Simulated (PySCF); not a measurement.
# RbZn⁺: input and log

State: ¹Σ⁺ (singlet), closed shell.

An equivalent input (the run itself took its basis sets from the Basis Set Exchange, started from a PBE0 density and held the occupation σ 9α 9β, πx 4α 4β, πy 4α 4β, δx 1α 1β, δy 1α 1β):

```python
from pyscf import gto, dft
mol = gto.M(atom='Rb 0 0 0; Zn 0 0 3.7', basis={'Rb': 'def2-SVP', 'Zn': 'def2-SVP'}, ecp={'Rb': 'def2-SVP'},
            charge=1, spin=0, verbose=4, symmetry='C2v')
mf = dft.UKS(mol, xc='B88,P86')
mf.grids.atom_grid = (80, 434)
mf.grids.prune = dft.gen_grid.treutler_prune
mf.irrep_nelec = {'A1': (10, 10), 'A2': (1, 1), 'B1': (4, 4), 'B2': (4, 4)}
mf.conv_tol = 1e-9
mf.max_cycle = 60
mf.diis_space = 10
mf.kernel()
```

The log (some set-up lines and the per-cycle HOMO/LUMO lines removed):

```
******** <class 'pyscf.dft.uks_symm.SymAdaptedUKS'> ********
method = SymAdaptedUKS
damping factor = 0
level_shift factor = 0
DIIS = <class 'pyscf.scf.diis.CDIIS'>
diis_start_cycle = 1
diis_space = 10
diis_damp = 0
SCF conv_tol = 1e-09
SCF conv_tol_grad = None
SCF max_cycles = 60
number electrons alpha = 19  beta = 19
Set gradient conv threshold to 3.16228e-05
init E= -1803.35196394293
cycle= 1 E= -1803.35161621988  delta_E= 0.000348  |g|= 0.0764  |ddm|= 0.115
cycle= 2 E= -1803.34958690716  delta_E= 0.00203  |g|= 0.12  |ddm|= 0.104
cycle= 3 E= -1803.35295874945  delta_E= -0.00337  |g|= 0.00232  |ddm|= 0.0695
cycle= 4 E= -1803.35296207154  delta_E= -3.32e-06  |g|= 0.000515  |ddm|= 0.00397
cycle= 5 E= -1803.3529621723  delta_E= -1.01e-07  |g|= 6.42e-05  |ddm|= 0.00107
cycle= 6 E= -1803.35296217386  delta_E= -1.56e-09  |g|= 7.57e-06  |ddm|= 8.33e-05
cycle= 7 E= -1803.35296217388  delta_E= -1.73e-11  |g|= 7.29e-07  |ddm|= 9.5e-06
Extra cycle  E= -1803.35296217388  delta_E= -2.27e-12  |g|= 1.09e-06  |ddm|= 2.93e-06
converged SCF energy = -1803.35296217388  <S^2> = -7.1054274e-15  2S+1 = 1
```

Repeating this along the bond gives Re = 3.671 Å and ωe = 57.4 cm⁻¹.

A point of this curve took 0.38 CPU seconds beside 0.18 for the integrals, on Intel Xeon Platinum 8488C (shared host).

Closed-shell solutions of metal pairs were not tested for spin polarisation, which can lower them a little.
